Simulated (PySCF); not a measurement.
Continuum solvent and chemical shifts

Bonds (- single, = double, # triple, : aromatic): C1=C2, C2-C3, C3-C4, C4-C5, C5#N6, C4-C7, C7-C8, C8=C9, C9-C10, C10=C11, C11-C12, C7-C3, C11-C7. C1 carries H13, H14; C2 carries H15; C3 carries H16; C4 carries H17; C8 carries H18; C9 carries H19; C10 carries H20; C12 carries H21, H22, H23. Stereochemistry as in C=C[C@@H]1[C@H](C#N)[C@@]12C=CC=C2C. H13 is cis to C3; H14 is trans to C3.

GIAO PBE0/pcSseg-1 in PySCF on one PBE0-D3(BJ)/def2-SVP conformer, non-relativistic, equivalent nuclei averaged. Solvents enter as an IEF-PCM continuum (chloroform with ε = 4.7, methanol with ε = 32.6) around the gas-phase geometry. Shifts are referred to TMS computed in the same medium.

In chloroform, δ in ppm: C11 153.5, C8 145.9, C9 140.5, C2 140.0, C10 137.8, C1 132.3, C5 127.1, C7 48.9, C3 34.3, C12 19.1, C4 16.5, H19 6.79, H20 6.48, H13 6.41. Dipole moment 4.29 D.

Q: How does each δ change in the more polar medium?

A: 
```
atoms                         environment  Δδ, methanol
  C11     fully substituted alkene carbon          +0.2
   C8                           alkene CH          +1.2
   C9                           alkene CH          -0.1
   C2                           alkene CH          +1.1
  C10                           alkene CH          +0.2
   C1                terminal =CH2 carbon          -0.3
   C5                      nitrile carbon          +1.7
   C7          three-membered-ring carbon          +0.6
   C3          three-membered-ring carbon          +0.6
  C12               allylic methyl carbon          +0.1
   C4          three-membered-ring carbon          +0.3
  H19            hydrogen on an alkene CH         +0.04
  H20            hydrogen on an alkene CH         +0.05
  H13  hydrogen on a terminal =CH2 carbon         -0.03
```

Changes are relative to chloroform. The dipole moment becomes 4.68 D in methanol.

Q: Which nuclei move most (in ppm), and what does the model miss?

A: C5 (nitrile carbon, +1.7 ppm) in methanol. A continuum only polarises the solute; specific hydrogen bonds, the anisotropy of aromatic solvents and changes of geometry or conformer are outside it.
